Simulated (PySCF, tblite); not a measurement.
Isomers of C8H16N2, one GFN2-xTB conformer each. Single-point energies are computed at PBE0/pcSseg-1 (PySCF, gas phase, no added dispersion term), electronic only.

| SMILES | GFN2-xTB relative energy (kcal/mol) |
| --- | --- |
| CN1CCCN1C1CCC1 | 7.9 |
| CC(C)=NNC1CCCC1 | 1.3 |
| C1CCN(NC2CC2)CC1 | 14.5 |
| C=CCNN(CC)C1CC1 | 48.1 |
| C=CCN(/N=C/C)C(C)C | 29.1 |
| CC/C(C)=N/N=C/C(C)C | 13.5 |
| CC(C)(C)CN1CCC=N1 | 0.0 |
| C=CCNN1CCCCC1 | 22.4 |

Conformers: `[CH3:1][N:2]1[CH2:3][CH2:4][CH2:5][N:6]1[CH:7]1[CH2:8][CH2:9][CH2:10]1` with C5–N6–C7–C8 -79°, C1–N2–C3–C4 -94°, N2–C3–C4–C5 -10°, C3–C4–C5–N6 -10°, C4–C5–N6–C7 -94°; `[CH3:1][C:2]([CH3:3])=[N:4][NH:5][CH:6]1[CH2:7][CH2:8][CH2:9][CH2:10]1` with C2–N4–N5–C6 158°, N4–N5–C6–C7 -81°, N5–C6–C7–C8 -80°, C6–C7–C8–C9 -26°, C7–C8–C9–C10 3°, C8–C9–C10–C6 21°; `[CH2:1]1[CH2:2][CH2:3][N:4]([NH:5][CH:6]2[CH2:7][CH2:8]2)[CH2:9][CH2:10]1` with C3–N4–N5–C6 -80°, N4–N5–C6–C7 169°, C10–C1–C2–C3 -56°, C1–C2–C3–N4 58°, C2–C3–N4–N5 174°, N5–C6–C7–C8 -114°; `[CH2:1]=[CH:2][CH2:3][NH:4][N:5]([CH2:6][CH3:7])[CH:8]1[CH2:9][CH2:10]1` with C1–C2–C3–N4 139°, C2–C3–N4–N5 166°, C3–N4–N5–C6 -148°, N4–N5–C6–C7 66°, N4–N5–C8–C9 -91°; `[CH2:1]=[CH:2][CH2:3][N:4](/[N:5]=[CH:6]/[CH3:7])[CH:8]([CH3:9])[CH3:10]` with C1–C2–C3–N4 122°, C2–C3–N4–N5 79°, C3–N4–N5–C6 9°, C3–N4–C8–C9 -145°; `[CH3:1][CH2:2]/[C:3]([CH3:4])=[N:5]/[N:6]=[CH:7]/[CH:8]([CH3:9])[CH3:10]` with C1–C2–C3–C4 -66°, C3–N5–N6–C7 100°, N6–C7–C8–C9 123°; `[CH3:1][C:2]([CH3:3])([CH3:4])[CH2:5][N:6]1[CH2:7][CH2:8][CH:9]=[N:10]1` with C2–C5–N6–C7 -110°, C5–N6–C7–C8 -159°, N6–C7–C8–C9 10°, C7–C8–C9–N10 -5°, C5–N6–N10–C9 158°; `[CH2:1]=[CH:2][CH2:3][NH:4][N:5]1[CH2:6][CH2:7][CH2:8][CH2:9][CH2:10]1` with C1–C2–C3–N4 -133°, C2–C3–N4–N5 -166°, C3–N4–N5–C6 -84°, N4–N5–C6–C7 174°, N5–C6–C7–C8 58°, C6–C7–C8–C9 -56°, C7–C8–C9–C10 56°.

Problem. What does PBE0/pcSseg-1 give for the same structures?

Solution. 
| SMILES | PBE0/pcSseg-1 E (Eh) | PBE0/pcSseg-1 (kcal/mol) | GFN2-xTB (kcal/mol) | point group |
| --- | --- | --- | --- | --- |
| CC(C)=NNC1CCCC1 | -423.39497 | 0.0 | 1.3 | C1 |
| CC(C)(C)CN1CCC=N1 | -423.39076 | 2.6 | 0.0 | C1 |
| CC/C(C)=N/N=C/C(C)C | -423.37785 | 10.7 | 13.5 | C1 |
| C=CCNN1CCCCC1 | -423.36740 | 17.3 | 22.4 | C1 |
| C1CCN(NC2CC2)CC1 | -423.36260 | 20.3 | 14.5 | C1 |
| CN1CCCN1C1CCC1 | -423.35402 | 25.7 | 7.9 | C1 |
| C=CCN(/N=C/C)C(C)C | -423.35312 | 26.3 | 29.1 | C1 |
| C=CCNN(CC)C1CC1 | -423.32641 | 43.0 | 48.1 | C1 |

GFN2-xTB puts CC(C)(C)CN1CCC=N1 lowest instead; measured from each level's own lowest isomer, the values differ by up to 17.8 kcal/mol (CN1CCCN1C1CCC1: 7.9 against 25.7). As drawn, the lowest has a C=N bond, which the highest lacks; the highest has a three-membered ring and a C=C bond outside aromatic rings, which the lowest lacks. Neighbours under 2.5 kcal/mol apart (CN1CCCN1C1CCC1 and C=CCN(/N=C/C)C(C)C) can change places with a better method, another conformer or zero-point energy.

Problem. Which frontier levels, dipoles and rotational constants go with these structures?

Solution. 
| SMILES | HOMO (eV, PBE0/pcSseg-1) | LUMO (eV) | dipole (D) | A, B, C (MHz) |
| --- | --- | --- | --- | --- |
| CC(C)=NNC1CCCC1 | -5.82 | 0.81 | 1.77 | 2859, 653.6, 635.5 |
| CC(C)(C)CN1CCC=N1 | -5.60 | 0.50 | 2.02 | 2846, 792.7, 731.6 |
| CC/C(C)=N/N=C/C(C)C | -6.57 | 0.12 | 1.90 | 3194, 496.6, 465.3 |
| C=CCNN1CCCCC1 | -6.48 | 0.38 | 1.23 | 3838, 580.4, 529.8 |
| C1CCN(NC2CC2)CC1 | -6.10 | 1.58 | 1.17 | 3364, 713.8, 626.4 |
| CN1CCCN1C1CCC1 | -6.16 | 1.16 | 1.41 | 2476, 958.0, 832.8 |
| C=CCN(/N=C/C)C(C)C | -5.68 | 0.18 | 1.38 | 1395, 1031, 707.0 |
| C=CCNN(CC)C1CC1 | -6.54 | 0.36 | 1.31 | 1706, 823.0, 591.4 |

Problem. What happens when harmonic zero-point energies from GFN2-xTB frequencies are added?

Solution. 
```tsv
SMILES	ZPE (kcal/mol)	electronic (kcal/mol)	with ZPE (kcal/mol)
CC(C)=NNC1CCCC1	144.7	0.0	0.0
CC(C)(C)CN1CCC=N1	144.3	2.6	2.2
CC/C(C)=N/N=C/C(C)C	142.3	10.7	8.3
C=CCNN1CCCCC1	144.8	17.3	17.4
C1CCN(NC2CC2)CC1	146.0	20.3	21.6
CN1CCCN1C1CCC1	145.8	25.7	26.8
C=CCN(/N=C/C)C(C)C	141.8	26.3	23.3
C=CCNN(CC)C1CC1	142.6	43.0	40.9
```

The zero-point energies span 4.2 kcal/mol. The lowest isomer stays, but the order above it changes.
